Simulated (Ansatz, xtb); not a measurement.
## Two structures of F2HPSn

We compare X, `[F][Sn]([F])=[PH]`, a singlet, with Y, a singlet given by its coordinates. Both are isolated molecules in the gas phase, relaxed with B3LYP-D3(BJ)/def2-SVP.

X (Å):

```json
{"atom": "F", "x (Å)": "-0.1159", "y (Å)": "-0.9252", "z (Å)": "-1.7809"}
{"atom": "F", "x (Å)": "0.1072", "y (Å)": "-2.2008", "z (Å)": "0.8614"}
{"atom": "P", "x (Å)": "-1.8117", "y (Å)": "1.1471", "z (Å)": "1.0855"}
{"atom": "Sn", "x (Å)": "-0.6372", "y (Å)": "-0.6062", "z (Å)": "0.0574"}
{"atom": "H", "x (Å)": "-1.8891", "y (Å)": "1.7223", "z (Å)": "-0.2301"}
```

Y (Å):

```csv
atom,x (Å),y (Å),z (Å)
F,-1.2040,0.0402,0.7124
F,1.8408,0.9988,0.9295
P,-1.0473,0.5269,-0.8496
Sn,1.5939,0.7687,-1.0062
H,-0.9218,-0.7722,-1.4678
```

Close contacts (Å): F1–P3 1.64, F2–Sn4 1.96, P3–Sn4 2.66, P3–H5 1.44.

Quicker runs give these differences E(Y) − E(X): GFN2-xTB −1.244 eV; HF/STO-3G −1.472 eV (at GFN2-xTB geometries); r2SCAN-D4/def2-SVP −0.705 eV (at GFN2-xTB geometries).

Problem. Estimate E(Y) − E(X) at the level CCSD(T)/def2-TZVP.

Solution. Calculated at CCSD(T)/def2-TZVP: E(Y) − E(X) = −0.310 eV, so structure Y lies lower.

Level by level:

```csv
level,geometry,E(Y) − E(X) (eV),departure from the last row (eV),"job, with rough time for the two"
GFN2-xTB,GFN2-xTB,−1.244,−0.934,"optimisation, 0.11 s"
HF/STO-3G,GFN2-xTB,−1.472,−1.163,"single point, 0.8 s"
r2SCAN-D4/def2-SVP,GFN2-xTB,−0.705,−0.396,"single point, 2 s"
B3LYP-D3(BJ)/def2-SVP,B3LYP-D3(BJ)/def2-SVP,−0.521,−0.212,"optimisation, 29 s"
HF/def2-TZVP,B3LYP-D3(BJ)/def2-SVP,−0.656,−0.346,part of the CCSD(T) run
MP2/def2-TZVP,B3LYP-D3(BJ)/def2-SVP,−0.267,+0.042,part of the CCSD(T) run
CCSD(T)/def2-TZVP,B3LYP-D3(BJ)/def2-SVP,−0.310,,"single point, 61 s"
```

The levels shown agree on the order. The largest departure from CCSD(T)/def2-TZVP is that of HF/STO-3G, 1.163 eV.

With harmonic frequencies from B3LYP-D3(BJ)/def2-SVP (ideal gas, rigid rotor, one conformer each, 298.15 K, 1 atm): on the last row, ΔE + ΔZPE = −0.297 eV. A mode under 50 cm⁻¹ makes harmonic enthalpies and free energies unreliable, so none is given.

The correlated steps freeze 11 core orbitals; the filled d shell of Sn is correlated, in a basis made for valence electrons. Atoms past krypton carry core potentials in the def2 sets, other sets are all-electron and non-relativistic, and no spin–orbit term is included. Run with Ansatz 0.2.0, xtb 6.7.1; the last row on 1 thread of Intel(R) Xeon(R) 6975P-C (Granite Rapids) on a shared host.
